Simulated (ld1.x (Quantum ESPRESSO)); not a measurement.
Logarithmic derivatives: Rb, ultrasoft

rubidium (Rb), ultrasoft, made with ld1.x (Quantum ESPRESSO) 7.5 (PBE, fully relativistic). Core [Ar] 3d10, reference 4s2 4p6 4d0 5s0.5 5p0 (charge +0.5). Waves: 4s (bound): rcut 2.00, rcutus 2.70 bohr; 5s (bound): rcut 2.00, rcutus 2.70 bohr; 4p (bound): rcut 2.55, rcutus 3.20 bohr; 5p (bound, empty): rcut 2.55, rcutus 3.20 bohr; 4d (bound, empty): rcut 3.50, rcutus 4.25 bohr; 4d channel at 1.5 Ry: rcut 3.50, rcutus 4.25 bohr. Local part: all-electron potential smoothed inside 4.20 bohr (lloc = -1). Core correction: a·sin(br)/r model core inside 1.16 bohr. Augmentation charge: PSQ, inside the norm-conserving radii.

Open shells are filled in proportion to 2j + 1 (rel_dist='average').

The phase is arctan(r·u′/u) with u = r·R(r), unwrapped; energies in Ry, scanned from -5 to 5 Ry. A pole is an energy at which the radial function vanishes at the test radius. The pseudo phase is shifted by a multiple of π to meet the all-electron one at the reference energy, and phase errors are pseudo minus all-electron; the curves can meet again beyond the range given. Levels narrower than the energy grid can be missing from the lists of poles. n/a: not evaluated, since a narrow level or a reset projector energy made the automatic matching unsafe.

Task: For each channel, where are the poles, and over which energies does the pseudopotential scatter like the atom?

Result:

| channel | radius (bohr) | reference energy (Ry) | poles, all-electron | poles, pseudo | unbroken range about the reference energy with phases within 0.05 rad | phase error 1 Ry above the reference energy (rad) |
| --- | --- | --- | --- | --- | --- | --- |
| s | 4.57 | -0.30 | 0.29, 3.03 | 0.30, 3.45 | below 1.1 | +0.010 |
| p1/2 | 4.57 | -0.17 | 0.77, 3.63 | 0.80, 4.38 | n/a | n/a |
| p3/2 | 4.57 | -0.16 | -1.33, 0.81, 3.70 | -1.33, 0.83, 4.44 | below 1.6 | +0.006 |
| d3/2 | 4.57 | -0.12 | 0.14, 1.89, 4.91 | 0.15, 1.91 | below 0.6 | +0.164 |
| d5/2 | 4.57 | -0.12 | 0.15, 1.90, 4.92 | 0.16, 1.92 | below 0.6 | +0.164 |

Phases in the d5/2 channel:

| E (Ry) | all-electron | pseudo |
| --- | --- | --- |
| -5.00 | 1.472 | 1.472 |
| -4.74 | 1.469 | 1.469 |
| -4.48 | 1.466 | 1.466 |
| -4.22 | 1.463 | 1.463 |
| -3.96 | 1.459 | 1.459 |
| -3.70 | 1.455 | 1.455 |
| -3.44 | 1.450 | 1.451 |
| -3.18 | 1.446 | 1.446 |
| -2.92 | 1.440 | 1.440 |
| -2.66 | 1.433 | 1.434 |
| -2.40 | 1.425 | 1.426 |
| -2.14 | 1.416 | 1.417 |
| -1.88 | 1.405 | 1.406 |
| -1.62 | 1.391 | 1.392 |
| -1.36 | 1.373 | 1.374 |
| -1.10 | 1.347 | 1.349 |
| -0.84 | 1.307 | 1.310 |
| -0.58 | 1.233 | 1.236 |
| -0.32 | 1.011 | 1.015 |
| -0.06 | -0.920 | -0.917 |
| 0.20 | -1.627 | -1.616 |
| 0.46 | -1.849 | -1.824 |
| 0.72 | -2.326 | -2.237 |
| 0.98 | -3.972 | -3.902 |
| 1.24 | -4.468 | -4.464 |
| 1.50 | -4.609 | -4.609 |
| 1.76 | -4.682 | -4.681 |
| 2.02 | -4.735 | -4.729 |
| 2.28 | -4.783 | -4.769 |
| 2.54 | -4.842 | -4.808 |
| 2.80 | -4.940 | -4.855 |
| 3.06 | -5.211 | -4.921 |
| 3.32 | -6.709 | -5.037 |
| 3.58 | -7.523 | -5.324 |
| 3.84 | -7.687 | -6.331 |
| 4.10 | -7.756 | -7.280 |
| 4.36 | -7.797 | -7.546 |
| 4.62 | -7.827 | -7.654 |
| 4.88 | -7.851 | -7.712 |
